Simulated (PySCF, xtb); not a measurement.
C6H6, SMILES C#C/C=C\C=C. The values are those of a single conformer.

Harmonic wavenumbers (cm⁻¹) from GFN2-xTB run with xtb at its own minimum, in rising order: 118, 123, 228, 278, 399, 408, 601, 601, 674, 710, 808, 882, 908, 920, 991, 1020, 1133, 1234, 1267, 1343, 1417, 1617, 1656, 2240, 3041, 3059, 3070, 3097, 3131, 3395.

**Question.** What does PBE-D3(BJ)/def2-SVP (PySCF 2.14.0) give at its own minimum? (Estimate from the structure and the level; the computed values follow.)

**Answer.** 121, 145, 263, 292, 413, 464, 605, 644, 673, 694, 780, 886, 891, 947, 968, 1008, 1123, 1217, 1256, 1330, 1405, 1586, 1645, 2133, 3073, 3083, 3090, 3103, 3178, 3407. Paired by order, the mean absolute difference is 22 cm⁻¹ and the zero-point energies are 57.7 and 57.8 kcal/mol.
